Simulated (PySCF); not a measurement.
Static response to an electric field

Species: C6H10O.
Structure used (PBE0-D3(BJ)/def2-SVP), in Å, numbered top down from 1:
```
atom  x, y, z in Å
C1     2.5053    1.5865    0.6166
C2     1.6607    0.7652    0.0476
C3     0.8055   -0.0630   -0.4971
C4    -0.3845   -0.6652    0.2195
C5    -0.2704   -2.1745    0.3093
O6    -1.5810   -0.3840   -0.4631
C7    -1.9683    0.9558   -0.4252
H8     3.3920    1.2141    1.1403
H9     2.3560    2.6709    0.5821
H10    0.9367   -0.3665   -1.5444
H11   -0.4258   -0.2349    1.2410
H12   -0.2225   -2.6108   -0.6998
H13   -1.1541   -2.5858    0.8182
H14    0.6334   -2.4649    0.8624
H15   -1.2318    1.6226   -0.9112
H16   -2.9248    1.0395   -0.9596
H17   -2.1130    1.3130    0.6138
```

Level: CAM-B3LYP/def2-SVPD (PySCF), static field, nuclei fixed, core orbitals frozen in the response. The polarisability tensor in these axes (au):

```
x   92.20 16.04 10.62
y   16.04 87.12  6.62
z   10.62  6.62 67.84
```

Problem. Diagonalise the tensor; give its mean and Δα, where Δα² is half the sum of the squared differences of the eigenvalues.

Solution. Principal values 63.84, 73.75 and 109.58 au; mean 82.39 au = 12.21 Å³ = 13.58 × 10⁻⁴⁰ C²·m²/J; Δα = 41.68 au (51 % of the mean).

Problem. What is the dipole moment, and where does it point?

Solution. (0.63, 0.76, 0.63) D, 1.17 D in size, pointing from the negative to the positive side. Measured along this direction, the outermost atoms are H12 at the negative end and H9 and H8 at the positive end.

Problem. Estimate the molar refractivity from the static electronic polarisability.

Solution. Lorentz–Lorenz: R = (4π/3)N_A α = 2.5225 cm³/(mol·Å³) × 12.21 Å³ = 30.8 cm³/mol, in the limit of long wavelengths.

Problem. Refractivity n − 1 of an ideal gas of it at 500 K and 1 atm, from the electronic α?

Solution. N = p/kT = 1.4678 × 10¹⁹ cm⁻³, so n − 1 = 2π × N × 12.21 × 10⁻²⁴ cm³ = 1126 × 10⁻⁶ at long wavelengths, for an ideal gas.

Problem. Find the Langevin capture rate constant for NH4+ (18.034 u) meeting this molecule (98.073 u), k = 2.342 × 10⁻⁹ cm³/s × √(α in Å³ / reduced mass in u).

Solution. The reduced mass is 15.23 u, so k = 2.10 × 10⁻⁹ cm³/s. The formula leaves out the permanent dipole, which adds to the capture rate.

Problem. Give the principal axes and the span of the nuclei along them.

Solution. Largest value along (0.74, 0.61, 0.28), where the nuclei span 5.77 Å; middle along (-0.59, 0.79, -0.17), 5.18 Å; least along (-0.33, -0.04, 0.94), 3.07 Å. The response follows the extents in order.

Problem. Orientational against electronic polarisability at 350 K (dilute gas, rigid molecules)?

Solution. In Gaussian units μ²/3kT = 9.45 Å³ against 12.21 Å³, a ratio of 0.77; the Debye molar polarisation (4π/3)N_A(α + μ²/3kT) is 54.6 cm³/mol, leaving out the vibrational part.

Geometry: PBE0-D3(BJ)/def2-SVP, one conformer, isolated molecule.
